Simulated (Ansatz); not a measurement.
Mulliken charges of H6OSi2Zn (`O[SiH2][SiH2][ZnH]`) from ωB97M-V/def2-TZVPP in Ansatz (PBE0-D4/def2-TZVP geometry).

| atom | x (Å) | y (Å) | z (Å) | charge (e) |
| --- | --- | --- | --- | --- |
| O1 | -1.795 | 1.313 | 0.338 | -0.380 |
| Si2 | -0.353 | 1.306 | -0.478 | 0.304 |
| Si3 | 0.569 | -0.840 | -0.686 | 0.016 |
| Zn4 | 0.838 | -1.984 | 1.380 | 0.140 |
| H5 | -1.777 | 1.094 | 1.270 | 0.170 |
| H6 | -0.664 | 1.899 | -1.804 | -0.028 |
| H7 | 0.647 | 2.179 | 0.207 | -0.058 |
| H8 | -0.281 | -1.639 | -1.619 | -0.025 |
| H9 | 1.897 | -0.669 | -1.353 | -0.027 |
| H10 | 1.001 | -2.710 | 2.747 | -0.113 |

**Question.** By hand: the dipole of these point charges (1 e Å = 4.8032 D).

**Answer.** Σ q r = (0.223, -0.021, -0.071) e Å, of length 0.235 e Å = 1.13 D.

**Question.** How does the dipole of the full density compare? (Best estimate.)

**Answer.** The calculation gave: (0.118, -0.128, 0.248) e Å, 1.46 D; the point charges give 0.77 times that, at 81° from its direction.

Point charges leave out the atoms' own dipoles, such as those of lone pairs, and Mulliken's split depends on the basis, so the two needn't agree.
